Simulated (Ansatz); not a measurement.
Input file for `C[O][In]([O][SiH3])[N](C)C`:

```yaml
crystal:
  periodic: [false, false, false]
  atoms:
    - {symbol: C, position_ang: [2.287587, 2.121181, 0.026774]}
    - {symbol: O, position_ang: [0.888786, 2.003474, -0.063205]}
    - {symbol: In, position_ang: [0.005272, 0.241319, -0.008744]}
    - {symbol: O, position_ang: [1.164585, -1.349934, 0.226628]}
    - {symbol: Si, position_ang: [2.740033, -1.718969, 0.353796]}
    - {symbol: N, position_ang: [-1.949166, -0.090984, -0.066941]}
    - {symbol: C, position_ang: [-2.923419, 0.940175, -0.315265]}
    - {symbol: C, position_ang: [-2.492381, -1.425392, -0.087389]}
    - {symbol: H, position_ang: [2.807415, 1.655144, -0.820334]}
    - {symbol: H, position_ang: [2.539609, 3.186680, 0.024666]}
    - {symbol: H, position_ang: [2.694963, 1.686357, 0.948886]}
    - {symbol: H, position_ang: [2.897302, -3.196082, 0.447396]}
    - {symbol: H, position_ang: [3.356508, -1.105679, 1.567490]}
    - {symbol: H, position_ang: [3.518664, -1.241173, -0.827458]}
    - {symbol: H, position_ang: [-2.469803, 1.932755, -0.278694]}
    - {symbol: H, position_ang: [-3.402574, 0.827589, -1.299827]}
    - {symbol: H, position_ang: [-3.723100, 0.913991, 0.439464]}
    - {symbol: H, position_ang: [-3.269315, -1.544073, 0.681994]}
    - {symbol: H, position_ang: [-1.716817, -2.168809, 0.107472]}
    - {symbol: H, position_ang: [-2.954140, -1.667560, -1.056708]}
basis:
  gaussian: {orbitals: def2-TZVPP}
correlation: {method: ccsd_t}
output: {orbitals: {seedname: orbitals}}
```

```sh
$ ansatz run in.yaml --threads 2 --pin off --events-out ev --progress --plain --max-ram 20480MiB --backend cuda --devices 0, --max-vram 18GiB
```

Output of Ansatz, abridged:

```
Functional definition: HF
2809 factors; integrals over basis functions are off by at most 1.1e-3 eV
mean field evaluation 1: about -21844.8346 eV, gradient 6.3e1 eV
mean field evaluation 2: about -21845.1819 eV, gradient 6.3e1 eV
mean field evaluation 4: about -21853.2901 eV, gradient 6.0e0 eV
mean field evaluation 8: about -21853.4131 eV, gradient 4.4e-1 eV
mean field evaluation 16: about -21853.4139 eV, gradient 1.4e-6 eV
mean field -21853.41387721 eV, -803.0981472116 hartree, gradient 1.4e-6 eV, S^2 0.000000; 0 other end points of the search recorded, 0 dependent functions left out
15 core orbitals not correlated: weight in the atoms' cores, before any rotation towards them, 1.000 or more for the frozen orbitals, at most 0.000 for the correlated occupied ones
reference -21853.41387721 eV, -803.0981472116 hartree; 29, 29 occupied and 402, 402 virtual orbitals, 2809 factors
second order -44.31056530 eV of doubles, -0.00000000 eV of singles
cycle   1  -44.28122684 eV  change    2.9e-2 eV  update   1.7e-1
cycle   2  -45.42062447 eV  change    -1.1e0 eV  update   5.2e-2
cycle   3  -45.72627571 eV  change   -3.1e-1 eV  update   3.1e-2
cycle   4  -45.70739296 eV  change    1.9e-2 eV  update   9.0e-3
cycle   5  -45.69983034 eV  change    7.6e-3 eV  update   5.0e-3
cycle   6  -45.70276541 eV  change   -2.9e-3 eV  update   1.9e-3
cycle   7  -45.70226148 eV  change    5.0e-4 eV  update   8.0e-4
cycle   8  -45.70188581 eV  change    3.8e-4 eV  update   2.9e-4
cycle   9  -45.70206168 eV  change   -1.8e-4 eV  update   1.4e-4
cycle  10  -45.70211191 eV  change   -5.0e-5 eV  update   5.8e-5
perturbative correction -1.73255462 eV, -0.0636702080 hartree
Total energy: -21900.84854375 eV, -804.8413390544 hartree
```

Run time 80 s (2 threads of an AMD EPYC 7R13 on a shared host and a share of an NVIDIA H100 80 GB); peak host memory 2 GiB.

Correlation energy per correlated electron: -0.818 eV. T1 diagnostic: 0.0151.
